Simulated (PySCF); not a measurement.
Löwdin shares of the frontier orbitals

Species: C9H7F.
SMILES with atom numbers: `[CH:1]#[C:2][C:3]1=[CH:4][C@@H:5]2[CH:6]=[CH:7][C@@:8]1([F:9])[CH2:10]2` (hydrogens: H11 on C1; H12 on C4; H13 on C5; H14 on C6; H15 on C7; H16, H17 on C10)

The calculation used TDDFT CAM-B3LYP/def2-SVPD, vertical, gas phase, core orbitals frozen in the response (PySCF). Isolated species at its PBE0-D3(BJ)/def2-SVP geometry, gas phase.

Frontier orbitals with the atoms that hold most of them (Löwdin shares over 4%, at most four atoms; ? is withheld):

```json
{"orbital": "LUMO+2", "ε (eV)": "1.39", "atoms": "C6 13%, H13 12%, C5 10%, C4 9%"}
{"orbital": "LUMO+1", "ε (eV)": "1.20", "atoms": "C6 25%, C7 22%, C4 9%, C2 6%"}
{"orbital": "LUMO", "ε (eV)": "-0.24", "atoms": "C4 23%, C3 17%, C1 12%, C2 10%"}
{"orbital": "HOMO", "ε (eV)": "?", "atoms": "?"}
{"orbital": "HOMO-1", "ε (eV)": "-8.82", "atoms": "?"}
{"orbital": "HOMO-2", "ε (eV)": "-9.56", "atoms": "C1 29%, C2 29%, C7 11%, C6 8%"}
{"orbital": "HOMO-3", "ε (eV)": "-10.52", "atoms": "C2 18%, C1 13%, F9 13%, C8 12%"}
```

**Question.** Give the leading atoms of the HOMO-1.

**Answer.** C6 (bonded to 2 C and H) 19%; C7 (bonded to 2 C and H) 16%; C1 (bonded to C and H) 16%; C2 (bonded to 2 C) 14%.

**Question.** Which atoms hold the HOMO, and with what shares?

**Answer.** C4 (bonded to 2 C and H) 23%; C3 (bonded to 3 C) 18%; C1 (bonded to C and H) 17%; C2 (bonded to 2 C) 13%.

**Question.** What is the HOMO energy, and the HOMO–LUMO gap?

**Answer.** ε(HOMO) = -7.90 eV; the gap is 7.66 eV (0.2813 hartree).

**Question.** The HOMO–LUMO gap is 7.66 eV. Where does the response calculation put the lowest singlet, and from which orbitals?

**Answer.** S1 is at 4.69 eV (f = 0.066), 2.96 eV below the gap, made of HOMO→LUMO (88%). 

Next come S2 at 5.13 eV (f 0.036), HOMO-1→LUMO (64%), HOMO-2→LUMO (20%); S3 at 5.82 eV (f 0.0020), HOMO→LUMO+4 (30%), HOMO-2→LUMO (19%), HOMO→LUMO+1 (18%); S4 at 5.93 eV (f 0.075), HOMO-2→LUMO (47%), HOMO-1→LUMO (12%), HOMO→LUMO+1 (11%); S5 at 6.20 eV (f 0.031), HOMO→LUMO+1 (42%), HOMO→LUMO+4 (25%), HOMO-3→LUMO (9%).

Löwdin shares depend on the basis, the more so with diffuse functions.
